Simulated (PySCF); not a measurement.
**Excitation energy of Cd²⁺ by level of theory**

Cd²⁺ [Kr] 4d10 (1S) → Cd²⁺ [Kr] 4d9 5s1 (3D), as a difference of total energies. Calculation: PySCF 2.14, in aug-cc-pwCVTZ-PP with ECP28MDF (8s8p7d4f3g, 122 functions); scalar relativity through the core potential. Correlated levels: valence: 4s2 4p6 frozen; valence and next inner shell: nothing frozen outside the core potential. The calculations carry no spin-orbit coupling.

```
                                method  excitation energy (eV)
                                   UHF                   9.728
                                   LDA                   9.468
                                  PBE0                   9.728
                                r2SCAN                   9.610
                                  BLYP                   9.228
                                 B3LYP                   9.499
                         MP2 (valence)                  10.555
                     SCS-MP2 (valence)                  10.587
    MP2 (valence and next inner shell)                  10.183
SCS-MP2 (valence and next inner shell)                  10.211
```

Estimate what CAM-B3LYP gives.

9.552 eV, closest to B3LYP among the rows shown.

Estimate what PBE gives.

9.449 eV, closest to LDA among the rows shown.
